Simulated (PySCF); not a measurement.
# CH9BN2: full NMR table

```yaml
Formula: CH9BN2
SMILES: C[NH2+][BH2-]N
InChI: InChI=1S/CH9BN2/c1-4-2-3/h2-4H2,1H3
Point_group_of_the_computed_structure: Cs
Carbon_signals: 1
Proton_signals: 4
```

Mapped SMILES: `[CH3:1][NH2+:2][BH2-:3][NH2:4]`; H(Xn) means a hydrogen on atom n.

Single conformer, non-relativistic Hamiltonian, no solvent, averaged over atoms made equivalent by symmetry, fast rotation or ring inversion. Spin–spin couplings from B3LYP/pcJ-1 (spin–dipole term only in couplings to heteroatoms); σ from GIAO-PBE0/pcSseg-1; structure optimised with PBE0-D3(BJ)/def2-SVP; PySCF 2.14.

Scale: ¹H (σref 31.27) and ¹³C (σref 184.41) vs TMS; ¹¹B (σref 100.73) vs BF3·OEt2; NH3 for ¹⁵N (σref 265.67) (reference shieldings calculated alike).

```tsv
carbon	δC, type	δH (multiplicity, J in Hz)	HMBC from (abs. J ≥ 3 Hz)	span of the C tensor (ppm)
C1	27.1, CH3	2.41 (s)	–	45
```

Other nuclei:
```
atoms  nucleus                                     environment  δ (ppm)  σ (ppm)
H(B3)       ¹H               hydrogen on a boron bonded to 2 N     2.70    28.56
H(N2)       ¹H  hydrogen on a donor nitrogen of a Lewis adduct     1.89    29.37
H(N4)       ¹H              hydrogen on a nitrogen bonded to B     0.15    31.12
   B3      ¹¹B                        boron bonded to 2 N, 2 H     -8.4    109.1
   N2      ¹⁵N                donor nitrogen of a Lewis adduct     72.6    193.1
   N4      ¹⁵N                       nitrogen bonded to B, 2 H     21.1    244.5
```

Selected couplings (Hz, signed; the shortest-range and largest first, 30 at most; isotopes ¹³C, ¹H, ¹¹B, ¹⁵N): ¹J(C1,H(C1)) 144.3, ¹J(B3,H(B3)) 111.1, ¹J(B3,N4) -21.6, ¹J(C1,N2) -7.0, ¹J(N2,B3) -1.8, ²J(N2,N4) 7.7, ²J(N2,H(B3)) -5.9, ²J(C1,B3) 1.6, ³J(C1,N4) -3.1, ³J(B3,H(C1)) 2.8.

δH 2.70: hydrogen on a boron bonded to 2 N. δH 2.41: hydrogen on a methyl carbon bonded to N; its carbon carries N, an electronegative neighbour. δH 1.89: hydrogen on a donor nitrogen of a Lewis adduct; exchangeable, gas-phase position. δH 0.15: hydrogen on a nitrogen bonded to B; exchangeable, gas-phase position.

OH/NH shifts are gas-phase values; hydrogen bonding in solution moves them, usually downfield. Hydrogens on boron are broadened and split by ¹¹B (spin 3/2, 80 %) and 10B (spin 3). Shifts are as computed. Against solution values, carbons near 30 ppm lie about +2 ppm off and those near 130 ppm about +5 ppm. Of 1211 compounds with measured shifts, 218 miss one by over three times the rms of a fit or turn the order of signals round; such compounds aren't used in these exercises. Couplings to exchangeable protons are dropped. Experimental scales use liquid or dissolved standards, which lie at an offset from isolated NH3 (liquid NH3: subtract about 20 ppm). Vicinal H,H couplings across rotating CH2–CH2 and CH–CH2 bonds are estimated from the computed gauche and anti values for equal rotamer populations, (2 J gauche + J anti)/3.
